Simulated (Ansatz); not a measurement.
Ga13N14H34⁺, a nanocrystal cut from wurtzite GaN (hydrogen-capped). The state is a singlet with charge 1. Geometry PBE-D4/def2-SVP.

Cartesian coordinates in Å:
```
N -2.177 -2.674 -1.150
Ga -0.655 -3.236 0.120
N -1.377 -2.876 1.948
N -3.402 -0.515 1.171
Ga -1.908 -1.029 2.494
N -0.157 -1.709 -3.203
Ga -1.815 -1.045 -2.276
Ga 1.398 -2.257 -1.967
N 0.696 -1.902 -0.208
Ga 2.228 -2.466 1.034
N -1.312 0.428 -1.090
Ga -2.942 0.943 -0.138
Ga 0.182 -0.060 0.151
N -0.457 0.131 1.979
N 2.536 -0.827 2.106
Ga 1.030 -0.355 3.306
N -2.476 2.378 1.194
Ga -0.966 1.911 2.516
N 2.806 -0.880 -2.305
N 0.878 1.527 -3.179
Ga -0.862 1.935 -2.254
Ga 2.457 1.053 -1.942
N 1.672 1.147 -0.185
Ga 3.241 0.701 1.058
N -0.217 3.456 -1.103
Ga 1.344 3.013 0.167
N 0.540 3.115 1.993
H -2.319 -3.472 -1.789
H -3.091 -2.595 -0.684
H -0.401 -4.757 -0.173
H -2.091 -3.570 2.216
H -0.573 -3.088 2.570
H -3.812 -1.322 0.683
H -4.188 -0.180 1.751
H -2.560 -0.952 3.919
H -0.412 -2.561 -3.729
H 0.123 -1.060 -3.951
H -2.983 -0.774 -3.297
H 1.805 -3.704 -2.417
H 1.606 -3.625 1.940
H 3.460 -2.739 0.054
H -4.185 1.348 -1.017
H 3.308 -1.079 2.747
H 0.485 -1.651 4.064
H 1.334 1.005 4.085
H -3.313 2.552 1.773
H -2.340 3.281 0.719
H -1.548 2.208 3.944
H 3.257 -1.018 -3.222
H 3.548 -1.122 -1.620
H 0.733 0.847 -3.938
H 1.168 2.376 -3.691
H -1.966 2.406 -3.273
H 3.631 2.001 -2.374
H 4.407 0.222 0.077
H 3.402 1.993 1.982
H -1.010 3.914 -0.634
H 0.132 4.198 -1.731
H 2.435 4.109 -0.108
H 1.316 2.812 2.613
H 0.360 4.090 2.274
```

The 6-31G sets use Cartesian d functions. B3LYP takes the VWN-RPA correlation. Single mean-field runs in 6-31G, def2-SVP, def2-TZVP are fitted with def2-universal-jkfit.

(1) Estimate the orbital energies around the gap (eV) in Ansatz with HF/6-31G, PBE-D4/def2-TZVP, r2SCAN-D4/def2-TZVP, B3LYP-D4/6-31G, PBE0-D4/def2-SVP.

Results:

(1) 
| orbital | HF/6-31G | PBE-D4/def2-TZVP | r2SCAN-D4/def2-TZVP | B3LYP-D4/6-31G | PBE0-D4/def2-SVP |
| --- | --- | --- | --- | --- | --- |
| HOMO−5 | -13.30 | -9.12 | -9.40 | -10.00 | -10.30 |
| HOMO−4 | -13.30 | -9.12 | -9.40 | -10.00 | -10.30 |
| HOMO−3 | -13.15 | -8.91 | -9.19 | -9.78 | -10.12 |
| HOMO−2 | -12.56 | -8.49 | -8.76 | -9.38 | -9.63 |
| HOMO−1 | -12.56 | -8.49 | -8.76 | -9.35 | -9.63 |
| HOMO | -12.52 | -8.47 | -8.76 | -9.35 | -9.58 |
| LUMO | -0.70 | -4.47 | -4.11 | -3.81 | -3.30 |
| LUMO+1 | -0.61 | -4.10 | -3.72 | -3.53 | -3.00 |
| LUMO+2 | -0.61 | -4.10 | -3.72 | -3.53 | -3.00 |
| LUMO+3 | 0.03 | -3.81 | -3.51 | -3.06 | -2.78 |
| LUMO+4 | 0.09 | -3.64 | -3.36 | -2.85 | -2.59 |
| LUMO+5 | 0.09 | -3.40 | -3.00 | -2.80 | -2.30 |
